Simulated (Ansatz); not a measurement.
A structure relaxed at PBE0-D4/def2-TZVP, charge 0, multiplicity 1:

```xyz
11

C    -1.187    0.751   -1.355
S    -1.122   -0.709   -0.275
Si    0.808   -0.407    0.562
O     1.178   -1.769    1.393
O     0.908    0.865    1.580
H    -2.089    0.659   -1.959
H    -1.241    1.666   -0.768
H    -0.321    0.786   -2.017
H     1.768   -0.079   -0.515
H     0.948   -2.609    0.994
H     0.349    0.847    2.359
```

(1) Give its formula and SMILES.

(2) Summarise the bond lengths by kind.

Results:

(1) CH6O2SSi, `CS[SiH](O)O`.

(2) 1 × C–S 1.818 Å; 3 × C–H 1.089 to 1.090 Å; 1 × S–Si 2.125 Å; 2 × O–Si 1.632 to 1.638 Å; 1 × H–Si 1.480 Å; 2 × H–O 0.958 to 0.959 Å.

Program: Ansatz 0.2.0.
